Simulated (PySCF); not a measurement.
PySCF input for C₂H₉BN₂O, SMILES NB(O)NCC, TDA-PBE/def2-SVPD. Coordinates come from a PBE0-D3(BJ)/def2-SVP optimisation. The structure was generated by enumeration, and PubChem lists no compound with its InChIKey, so it may never have been made. The values are those of a single conformer.

```python
import numpy as np
from pyscf import gto, scf, dft, tdscf

mol = gto.M(
    atom='''
    C    -2.16058048   -0.84846332   -0.39614244
    C    -1.30655656    0.33523675   -0.83538220
    N    -0.34137156    0.76542768    0.14394193
    B     0.94774331    0.17790725    0.33955550
    N     1.42812375   -0.86465319   -0.49254197
    O     1.79110330    0.60928790    1.34572784
    H    -1.52497177   -1.71480268   -0.15574137
    H    -2.73806439   -0.60141813    0.50892664
    H    -2.87336605   -1.14770820   -1.18126525
    H    -0.76954019    0.07878501   -1.76511763
    H    -1.96133897    1.18141924   -1.10836035
    H    -0.72324313    1.35843634    0.86938086
    H     2.36836684   -1.21544412   -0.38786122
    H     0.89400777   -1.30981316   -1.22131961
    H     1.45616396    1.38064407    1.80710606
    ''',
    basis='def2-SVPD',
    charge=0,
    spin=0,
    max_memory=1600,
    verbose=4,
)
mf = dft.RKS(mol, xc='pbe').density_fit(auxbasis='def2-universal-jkfit')
mf.grids.level = 3
mf.conv_tol = 1e-9
mf.max_cycle = 100
mf.kernel()
mf.grids = dft.Grids(mol).set(level=1).build(with_non0tab=True)  # coarser grid for the response kernel
td = tdscf.TDA(mf)
td.singlet = True
td.nstates = 10
td.conv_tol = 1e-4
td.positive_eig_threshold = 1e-6
td.kernel(x0=td.get_init_guess(mf, 15))
td.analyze()
tt = tdscf.TDA(mf)
tt.singlet = False
tt.nstates = 4
tt.conv_tol = 1e-4
tt.positive_eig_threshold = 1e-6
tt.kernel(x0=tt.get_init_guess(mf, 9))
tt.analyze(verbose=3)
```

Program output:

```
PySCF version 2.14.0

[INPUT] verbose = 4
[INPUT] num. atoms = 15
[INPUT] num. electrons = 48
[INPUT] charge = 0
[INPUT] spin (= nelec alpha-beta = 2S) = 0
[INPUT] symmetry False subgroup None
[INPUT] Mole.unit = angstrom
[INPUT] Symbol           X                Y                Z      unit          X                Y                Z       unit  Magmom
[INPUT]  1 C     -2.160580480000  -0.848463320000  -0.396142440000 AA   -4.082905377281  -1.603363301539  -0.748600717917 Bohr   0.0
[INPUT]  2 C     -1.306556560000   0.335236750000  -0.835382200000 AA   -2.469034064654   0.633505644389  -1.578643567337 Bohr   0.0
[INPUT]  3 N     -0.341371560000   0.765427680000   0.143941930000 AA   -0.645098755116   1.446448683361   0.272010825541 Bohr   0.0
[INPUT]  4 B      0.947743310000   0.177907250000   0.339555500000 AA    1.790975292289   0.336195978075   0.641666899090 Bohr   0.0
[INPUT]  5 N      1.428123750000  -0.864653190000  -0.492541970000 AA    2.698762759487  -1.633957721832  -0.930769428154 Bohr   0.0
[INPUT]  6 O      1.791103300000   0.609287900000   1.345727840000 AA    3.384694697805   1.151387262011   2.543057055803 Bohr   0.0
[INPUT]  7 H     -1.524971770000  -1.714802680000  -0.155741370000 AA   -2.881778992993  -3.240507422870  -0.294308535565 Bohr   0.0
[INPUT]  8 H     -2.738064390000  -0.601418130000   0.508926640000 AA   -5.174191808524  -1.136515552048   0.961731967095 Bohr   0.0
[INPUT]  9 H     -2.873366050000  -1.147708200000  -1.181265250000 AA   -5.429874890123  -2.168854168918  -2.232267802966 Bohr   0.0
[INPUT] 10 H     -0.769540190000   0.078785010000  -1.765117630000 AA   -1.454220200946   0.148882091621  -3.335588898341 Bohr   0.0
[INPUT] 11 H     -1.961338970000   1.181419240000  -1.108360350000 AA   -3.706393490737   2.232558801892  -2.094497508827 Bohr   0.0
[INPUT] 12 H     -0.723243130000   1.358436340000   0.869380860000 AA   -1.366731437173   2.567072640257   1.642891723339 Bohr   0.0
[INPUT] 13 H      2.368366840000  -1.215444120000  -0.387861220000 AA    4.475564690102  -2.296856506513  -0.732951480140 Bohr   0.0
[INPUT] 14 H      0.894007770000  -1.309813160000  -1.221319610000 AA    1.689429838533  -2.475188146751  -2.307959573461 Bohr   0.0
[INPUT] 15 H      1.456163960000   1.380644070000   1.807106060000 AA    2.751751076862   2.609039167805   3.414935531442 Bohr   0.0

nuclear repulsion = 237.826023898935
number of shells = 85
number of NR pGTOs = 273
number of NR cGTOs = 195
basis = def2-SVPD
ecp = {}


[settings echo left out]
init E= -291.092492444783
  HOMO = -0.291834896191574  LUMO = -0.0431872307994534  gap/eV = 6.76605
cycle= 1 E= -290.602669287996  delta_E= 0.49  |g|= 0.919  |ddm|= 5.51
  HOMO = -0.0630981152644452  LUMO = 0.00781950552855637  gap/eV = 1.92977
cycle= 2 E= -290.065547628935  delta_E= 0.537  |g|= 1.82  |ddm|= 3.44
  HOMO = -0.186060245568921  LUMO = -0.0190898103478969  gap/eV = 4.54350
cycle= 3 E= -290.781827519777  delta_E= -0.716  |g|= 0.191  |ddm|=  2.6
  HOMO = -0.203489107113545  LUMO = -0.0192605873761904  gap/eV = 5.01311
cycle= 4 E= -290.787771699407  delta_E= -0.00594  |g|= 0.101  |ddm|= 0.277
  HOMO = -0.191964345317035  LUMO = -0.0177833831772749  gap/eV = 4.73971
cycle= 5 E= -290.789856607751  delta_E= -0.00208  |g|= 0.0231  |ddm|= 0.13
  HOMO = -0.193628227600177  LUMO = -0.0180528687604458  gap/eV = 4.77765
cycle= 6 E= -290.789969500481  delta_E= -0.000113  |g|= 0.00757  |ddm|= 0.0368
  HOMO = -0.19338136130689  LUMO = -0.0181171231744472  gap/eV = 4.76918
cycle= 7 E= -290.789982289396  delta_E= -1.28e-05  |g|= 0.0016  |ddm|= 0.0131
  HOMO = -0.193472000188585  LUMO = -0.0181606263106051  gap/eV = 4.77047
cycle= 8 E= -290.789982763402  delta_E= -4.74e-07  |g|= 0.000772  |ddm|= 0.00398
  HOMO = -0.193467642748502  LUMO = -0.0181659836625214  gap/eV = 4.77020
cycle= 9 E= -290.78998288468  delta_E= -1.21e-07  |g|= 0.000206  |ddm|= 0.000941
  HOMO = -0.193471911173171  LUMO = -0.0181692372036033  gap/eV = 4.77023
cycle= 10 E= -290.789982894521  delta_E= -9.84e-09  |g|= 4.42e-05  |ddm|= 0.000399
  HOMO = -0.193474234637869  LUMO = -0.0181693453089271  gap/eV = 4.77029
cycle= 11 E= -290.789982894711  delta_E= -1.9e-10  |g|= 3.41e-05  |ddm|= 9.76e-05
  HOMO = -0.193473350067829  LUMO = -0.0181691646761317  gap/eV = 4.77027
cycle= 12 E= -290.789982894995  delta_E= -2.84e-10  |g|= 3.41e-06  |ddm|= 5.59e-05
  HOMO = -0.19347276130202  LUMO = -0.01816903504873  gap/eV = 4.77026
Extra cycle  E= -290.78998289499  delta_E= 4.77e-12  |g|= 4.91e-06  |ddm|= 1.31e-05
converged SCF energy = -290.78998289499
tot grids = 53208
Overwritten attributes  positive_eig_threshold  of <class 'pyscf.tdscf.rks.TDA'>


******** <class 'pyscf.tdscf.rks.TDA'> for <class 'pyscf.df.df_jk.DFRKS'> ********
nstates = 10 singlet
deg_eia_thresh = 1.000e-03
wfnsym = None
conv_tol = 0.0001
eigh lindep = 1e-12
eigh level_shift = 0
eigh max_cycle = 100


Excitation energies (eV)
[4.79910092 5.54437409 5.64603495 5.91825807 6.33326648 6.39113851
 6.65168167 6.74699506 7.05964866 7.17303097]

** Singlet excitation energies and oscillator strengths **
Excited State   1:      4.79910 eV    258.35 nm  f=0.0052
      24 -> 25       -0.70666
Excited State   2:      5.54437 eV    223.62 nm  f=0.0134
      23 -> 25       -0.10479
      24 -> 26       -0.69842
Excited State   3:      5.64603 eV    219.60 nm  f=0.0043
      23 -> 25        0.69646
      24 -> 26       -0.10395
Excited State   4:      5.91826 eV    209.49 nm  f=0.0270
      24 -> 27        0.70352
Excited State   5:      6.33327 eV    195.77 nm  f=0.0105
      23 -> 26        0.14790
      24 -> 28        0.68970
Excited State   6:      6.39114 eV    193.99 nm  f=0.0232
      23 -> 26        0.68766
      24 -> 28       -0.14518
Excited State   7:      6.65168 eV    186.40 nm  f=0.0261
      24 -> 29        0.69977
Excited State   8:      6.74700 eV    183.76 nm  f=0.0055
      23 -> 27        0.70104
Excited State   9:      7.05965 eV    175.62 nm  f=0.0031
      24 -> 30       -0.67717
      24 -> 31       -0.11944
      24 -> 32       -0.15194
Excited State  10:      7.17303 eV    172.85 nm  f=0.0100
      23 -> 28       -0.70471

** Transition electric dipole moments (AU) **
state          X           Y           Z        Dip. S.      Osc.
  1         0.1505      0.1061      0.1033      0.0446      0.0052
  2         0.1971     -0.0531      0.2385      0.0985      0.0134
  3        -0.0272     -0.1647      0.0578      0.0312      0.0043
  4         0.3963      0.1014     -0.1366      0.1860      0.0270
  5         0.1649      0.0913     -0.1795      0.0678      0.0105
  6        -0.2743     -0.2598      0.0726      0.1480      0.0232
  7         0.2766      0.1291      0.2587      0.1601      0.0261
  8         0.1033     -0.0767      0.1288      0.0331      0.0055
  9        -0.0908     -0.0895     -0.0402      0.0179      0.0031
 10        -0.1750     -0.1550     -0.0458      0.0568      0.0100

** Transition velocity dipole moments (imaginary part, AU) **
state          X           Y           Z        Dip. S.      Osc.
  1         0.0150      0.0114      0.0204      0.0008      0.0029
  2         0.0271     -0.0186      0.0400      0.0027      0.0088
  3        -0.0065     -0.0281      0.0138      0.0010      0.0033
  4         0.0681      0.0364     -0.0283      0.0068      0.0207
  5         0.0355      0.0206     -0.0284      0.0025      0.0071
  6        -0.0547     -0.0452      0.0234      0.0056      0.0159
  7         0.0493      0.0133      0.0397      0.0042      0.0114
  8         0.0195     -0.0131      0.0251      0.0012      0.0032
  9        -0.0236     -0.0122     -0.0080      0.0008      0.0020
 10        -0.0348     -0.0247     -0.0107      0.0019      0.0049

** Transition magnetic dipole moments (imaginary part, AU) **
state          X           Y           Z
  1         0.2844      0.0730      0.3502
  2         0.0832     -0.1203      0.2175
  3         0.3178     -0.1044      0.1364
  4        -0.0384     -0.1164     -0.2052
  5        -0.2990      0.1750      0.4740
  6         0.0748      0.2590      0.1451
  7        -0.1499     -0.1555     -0.0239
  8         0.3720      0.0532      0.0797
  9        -0.2078     -0.0453     -0.0708
 10         0.0791     -0.3407     -0.0605


******** <class 'pyscf.tdscf.rks.TDA'> for <class 'pyscf.df.df_jk.DFRKS'> ********
nstates = 4 triplet
deg_eia_thresh = 1.000e-03
wfnsym = None
conv_tol = 0.0001
eigh lindep = 1e-12
eigh level_shift = 0
eigh max_cycle = 100


Excitation energies (eV)
[4.69114493 5.4467459  5.53321663 5.81184608]

** Triplet excitation energies and oscillator strengths **
Excited State   1:      4.69114 eV    264.29 nm  f=0.0000
Excited State   2:      5.44675 eV    227.63 nm  f=0.0000
Excited State   3:      5.53322 eV    224.07 nm  f=0.0000
Excited State   4:      5.81185 eV    213.33 nm  f=0.0000
```

Self-consistency was reached.

Cost: very roughly 90 core-seconds.
